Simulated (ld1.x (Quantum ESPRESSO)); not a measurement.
# What the settings do to the TM potential of In

Base potential:

indium, norm-conserving Troullier–Martins (Kleinman–Bylander form), made with ld1.x (Quantum ESPRESSO) 7.5 (LDA (PZ), fully relativistic). Core [Kr], reference 4d10 5s2 5p1. Waves: 5s (bound): rc 2.00 bohr; 5p (bound): rc 2.30 bohr; 4d (bound): rc 1.00 bohr. Local part: all-electron potential smoothed inside 1.05 bohr (lloc = -1). Core correction: none.

Open shells are filled in proportion to 2j + 1 (rel_dist='average').

Cutoffs, loose and tight: the cutoffs (Ry, on a coarse ladder) from which the occupation-weighted sum of valence levels, in a spherical-Bessel basis at the reference potential, stays within 10 and 1 mRy of its value at 400 Ry. They do not see the model core or the augmentation charge, which bear on the density cutoff. Test errors are all-electron minus pseudo excitation energies from the reference, over the configurations 4d10 5s2 5p0; 4d10 5s1 5p0; 4d10 5s0 5p0; 4d10 5s1 5p1; 4d9 5s2 5p1; 4d10 5s2 5p0.5; 4d10 5s0 5p3. A dash means not determined; rows that change the core or the reference have their own tests. The largest error is taken over the tests solved by every variant that gives reliable tests at all: 4d10 5s0 5p0; 4d10 5s0 5p3; 4d10 5s1 5p0; 4d10 5s1 5p1; 4d10 5s2 5p0; 4d10 5s2 5p0.5.

A true bound ghost makes a file unfit for plane-wave use even where its test errors are small: the radial tests pick states by their node count and pass the ghost by. Where a test does run into it, the solver fails or the error is huge.

| change | outcome | cutoff, loose | cutoff, tight | bound ghosts | largest test error (meV) |
| --- | --- | --- | --- | --- | --- |
| base | generated | 100 Ry | 140 Ry | s, p3/2, p1/2 | +17 |
| wave 5p (bound): rc 2.30 bohr becomes 5p (bound): rc 1.98 bohr | generated | 100 Ry | 140 Ry | s, p1/2, p3/2 | +17 |
| wave 5p (bound): rc 2.30 bohr becomes 5p (bound): rc 2.24 bohr | generated | 100 Ry | 140 Ry | s, p3/2, p1/2 | +17 |
| wave 5p (bound): rc 2.30 bohr becomes 5p (bound): rc 2.50 bohr | generated | 100 Ry | 140 Ry | s, p3/2, p1/2 | +17 |
| wave 5p (bound): rc 2.30 bohr becomes 5p (bound): rc 2.74 bohr | generated | 100 Ry | 140 Ry | s, p3/2, p1/2 | +16 |
| wave 5p (bound): rc 2.30 bohr becomes 5p (bound): rc 3.14 bohr | generated | 100 Ry | 140 Ry | s, p3/2, p1/2 | +15 |
| wave 5p (bound): rc 2.30 bohr becomes 5p (bound): rc 3.46 bohr | generated | 100 Ry | 140 Ry | s, p3/2, p1/2 | +28 |

(1) What comes out with this change to the base: wave 5p (bound): rc 2.30 bohr becomes 5p (bound): rc 1.56 bohr?

(2) What comes out with this change to the base: wave 5p (bound): rc 2.30 bohr becomes 5p (bound): rc 3.00 bohr?

(3) What comes out with this change to the base: wave 5p (bound): rc 2.30 bohr becomes 5p (bound): rc 1.70 bohr?

Answers

(1) outcome: generated; cutoff, loose: 110 Ry; cutoff, tight: 140 Ry; bound ghosts: s, p1/2, p3/2; largest test error (meV): +32.

(2) outcome: generated; cutoff, loose: 100 Ry; cutoff, tight: 140 Ry; bound ghosts: s, p3/2, p1/2; largest test error (meV): +12.

(3) outcome: generated; cutoff, loose: 100 Ry; cutoff, tight: 140 Ry; bound ghosts: s, p1/2, p3/2; largest test error (meV): +24.

Reading the sweep of the p radius (base included, trends over the rows without a ghost): Bound ghosts are found at 1.56, 1.7, 1.98, 2.24, 2.3, 2.5, 2.74, 3, 3.14, 3.46 bohr. Every judged row has one, so this setting neither creates nor removes them.
